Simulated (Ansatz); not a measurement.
# Match the barriers

Saddle point of Si$_{2}$NH$_{9}$O, closed shell (Si₂NH₇ ([NH2][SiH2][SiH3]) + H₂O → Si₂H₆O ([OH][SiH2][SiH3]) + NH₃; bonds formed: Si1–O7, N2–H6; bonds broken: Si1–N2, H6–O7), PBE0-D4/def2-TZVP structure:

```xyz
13
angstrom
Si -0.6507 -0.3913 0.3221
N 0.8855 -0.6887 1.3604
H -1.7741 0.1737 1.1175
H -1.0869 -1.8472 0.2748
Si -0.3018 0.1596 -1.9171
H 0.9534 0.4988 1.3114
O 0.3546 1.4245 0.6159
H 1.6268 -1.1910 0.8870
H 0.7081 -1.1316 2.2533
H -0.9027 -0.8211 -2.8669
H 1.1697 0.1702 -2.1592
H -0.8418 1.5090 -2.2269
H -0.1404 2.1349 1.0276
```

Ansatz 0.2.0; basis: def2-TZVPP, with def2-QZVPP for the basis limit; cores frozen in the correlated methods. Extrapolation: Hartree–Fock as exp(−7.88 √X), correlation as X^−2.97. Four methods, as single points on the PBE0-D4 structures, gave these electronic barriers from the start structure: 13.71, 22.80, 24.36, 37.43 kcal/mol.

(1) The methods were, in alphabetical order, HF, MP2, PBE0-D4, SPW92. Which gave which? (Judge from chemistry; the calculation decides.)

The T1 diagnostic stays at or below 0.013.

## Answers

(1) By the calculation: SPW92 13.71; PBE0-D4 22.80; MP2 24.36; HF 37.43 kcal/mol. For comparison, CCSD(T) at an estimated basis limit (MP2 extrapolated from triple and quadruple zeta, plus CCSD(T) − MP2 in triple zeta) gives 25.80 kcal/mol.

The step is the kind of ligand exchange by which a precursor binds to a hydroxyl group, or is hydrolysed, in atomic layer deposition of oxides.

Labels in which every atom is bracketed show which atoms are joined, not bond orders.

For scale, one of the runs: CCSD(T)/def2-TZVPP, 272 basis functions, launched by `ansatz run in.yaml --threads 8 --pin off --events-out ev --progress --plain --max-ram 19148MiB`. Time: 24 s of wall clock on 8 CPU threads of an Intel Xeon 6975P-C; the host was shared. Peak host memory: 7.6 GiB.
